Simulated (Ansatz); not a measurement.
Gas-phase electronic energies from Ansatz, PBE0-D4/def2-TZVP geometries. CCSD(T)/CBS is the MP2 limit (def2-TZVPP, def2-QZVPP) plus CCSD(T) − MP2 in def2-TZVPP, frozen cores. DFT in def2-TZVPP. B3LYP here is the variant with VWN-RPA as its local correlation; programs differ in this. def2 core potentials past Kr. For I outer-core shells are correlated without core-valence functions, which leaves a few kJ/mol of doubt a bond. One conformer a species, not always the lowest.

`[SiH3]CI` + `COB(S)O[SiH3]` → `[SiH3]OB(S)O[SiH3]` + `CCI`  (formal exchange of groups at the Si–C bond)

`[SiH3]CI`:

Z-matrix (Å, degrees):
```
Si
C 1 1.877
H 1 1.490 2 109.0
H 1 1.483 2 109.6 3 119.6
H 1 1.483 2 109.6 3 -119.6
I 2 2.141 1 109.8 3 -179.9
H 2 1.089 1 112.7 3 -61.9
H 2 1.089 1 112.7 3 62.1
```

`COB(S)O[SiH3]`:

Cartesian coordinates in Å:
```
C -0.068 -1.257 -1.890
O 0.844 -1.153 -0.815
B 0.640 -0.321 0.230
S 1.892 -0.276 1.563
O -0.465 0.471 0.308
Si -1.030 1.640 1.323
H -0.457 -2.276 -1.926
H 0.464 -1.051 -2.821
H -0.899 -0.557 -1.785
H 2.707 -1.166 0.977
H -0.542 1.408 2.706
H -0.575 2.968 0.843
H -2.510 1.571 1.286
```

`[SiH3]OB(S)O[SiH3]`:

Cartesian coordinates in Å:
```
Si -1.285 1.340 1.040
O -1.334 -0.209 0.493
B -0.547 -1.194 -0.007
S -1.271 -2.865 -0.020
O 0.710 -0.997 -0.481
Si 1.715 0.232 -0.914
H 0.102 1.700 1.439
H -2.182 1.432 2.215
H -1.750 2.256 -0.029
H -0.208 -3.458 -0.585
H 2.486 -0.218 -2.096
H 2.636 0.538 0.207
H 0.928 1.445 -1.261
```

`CCI`:

Z-matrix (Å, degrees):
```
C
C 1 1.507
H 1 1.091 2 111.5
H 1 1.095 2 109.4 3 119.5
H 1 1.091 2 111.5 3 -121.0
I 2 2.149 1 112.1 3 60.5
H 2 1.088 1 112.7 3 178.4
H 2 1.088 1 112.7 3 -57.4
```

| level | ΔE (kJ/mol) | difference from CCSD(T)/CBS |
| --- | --- | --- |
| ωB97X-V | -136.4 | 5.0 |
| ωB97M-V | -138.1 | 3.3 |
| B2PLYP | -141.2 | 0.2 |
| PBE0 | -132.7 | 8.7 |
| B3LYP | -138.4 | 3.0 |
| CCSD/def2-TZVPP | -141.5 | -0.1 |
| CCSD(T)/def2-TZVPP | -139.0 | 2.4 |
| HF/def2-QZVPP | -153.9 | -12.5 |
| MP2/def2-QZVPP | -146.6 | -5.2 |
| MP2/CBS(def2) | -147.2 | -5.8 |
| CCSD(T)/CBS | -141.4 | 0 |

Largest T1 diagnostic among the species: 0.013.

In def2-TZVPP, CCSD(T) changes the Hartree–Fock value by +13.6 kJ/mol (the triples alone add +2.5 kJ/mol) and MP2 by +7.8 kJ/mol. From PBE to PBE0 (25 % exact exchange), in def2-TZVPP and without D4, ΔE moves by −6.2 kJ/mol.
